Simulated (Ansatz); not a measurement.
germylsilane (GeH₆Si), SMILES [SiH3][GeH3].

Geometry: PBE0-D3(BJ)/def2-TZVP.

Two levels are set side by side: PBE/def2-SVPD (Ansatz, a program for electronic structure) and CAM-B3LYP/def2-SVPD (Ansatz). Energy differences of separate SCF runs at the same geometry; the states with an electron removed or added have multiplicity 2 and 2. Differences are taken from unrounded values.

```tsv
quantity	PBE
vertical ionisation energy (eV)	10.26
vertical singlet–triplet gap (eV)	6.32
```

These are the PBE values. What does CAM-B3LYP give? (The exact figures need the calculation; the answer reports its results.)


| quantity | CAM-B3LYP | PBE minus CAM-B3LYP |
|---|---|---|
| vertical ionisation energy (eV) | 10.50 | -0.24 |
| vertical singlet–triplet gap (eV) | 6.82 | -0.50 |
